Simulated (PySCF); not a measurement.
C2H7F2NSi.

```xyz
13

C     -1.9393    -1.1798     0.7995
C     -1.2795     0.2060     0.7489
Si     0.3482     0.2214    -0.1415
N      1.5004    -0.7940     0.5998
F      0.8377     1.7666    -0.2904
F      0.1991    -0.2933    -1.6733
H     -1.2832    -1.9153     1.2908
H     -2.1451    -1.5560    -0.2150
H     -2.8938    -1.1559     1.3483
H     -1.1125     0.5979     1.7690
H     -1.9403     0.9412     0.2576
H      1.6379    -0.7847     1.6049
H      2.3401    -1.0856     0.1093
```

Geometry optimised at B3LYP-D3(BJ)/def2-SVP. The values are those of a single conformer.

Level of theory: PBE/pcSseg-1 run with PySCF. Non-relativistic, no solvent.

### Question
Give the absolute GIAO shielding of each atom: isotropic value and principal components (ppm). (An estimate is asked for; the answer gives what the named calculation found.)

### Answer

```
atom  σ(iso)    σ11    σ22    σ33   span
----  ------  -----  -----  -----  -----
C1     170.4  162.2  166.9  182.2   20.1
C2     172.8  166.1  170.4  181.9   15.8
Si3    354.6  326.8  335.3  401.8   75.0
N4     235.4  203.3  232.4  270.4   67.2
F5     282.8  223.3  265.5  359.5  136.1
F6     326.6  272.8  320.0  386.9  114.1
H7      30.2   25.5   29.6   35.6   10.1
H8      30.1   25.6   28.8   35.9   10.4
H9      30.1   25.2   27.5   37.4   12.2
H10     30.7   26.6   29.2   36.3    9.7
H11     30.5   25.8   29.1   36.5   10.8
H12     30.6   24.3   26.9   40.7   16.4
H13     30.3   23.6   25.6   41.6   18.0
```
